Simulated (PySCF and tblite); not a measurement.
Values are calculated unless marked as measured or tabulated.
C7H6FN, numbered as in [CH2:1]=[CH:2][c:3]1[cH:4][cH:5][c:6]([F:7])[n:8][cH:9]1.

Geometries GFN2-xTB; weights from B3LYP-D3(BJ)/def2-SVP (IEF-PCM, dichloromethane) energies and GFN2-xTB thermal corrections, with symmetry numbers and mirror pairs. Conformers within 2.5 kcal/mol (GFN2-xTB free energy) were kept, 3 at most. Run with PySCF (density fitting) and tblite.

Torsions listed: C1–C2–C3–C4.

```
conformer  shape  symmetry  dipole D
        1     0°        Cs      3.92
        2   177°        Cs      3.90
```

Question: Which of these conformers is the most populated at 298.15 K, and with what share?

Answer: Conformer 1, about 66 %. The lead over the next is within the error of the method.

Question: Give the DFT energies and free energies relative to the lowest, and all weights.

Answer: 
```json
{"conformer": "1", "shape": "0°", "E(DFT) kcal/mol": "0.00", "G(298.15 K) kcal/mol": "0.00", "weight %": "65.6"}
{"conformer": "2", "shape": "177°", "E(DFT) kcal/mol": "0.56", "G(298.15 K) kcal/mol": "0.38", "weight %": "34.4"}
```

Question: How does its share change from 250 K to 350 K?

Answer: From 70 % to 62 %; the mixing entropy goes from 1.22 to 1.31 cal/(mol K).
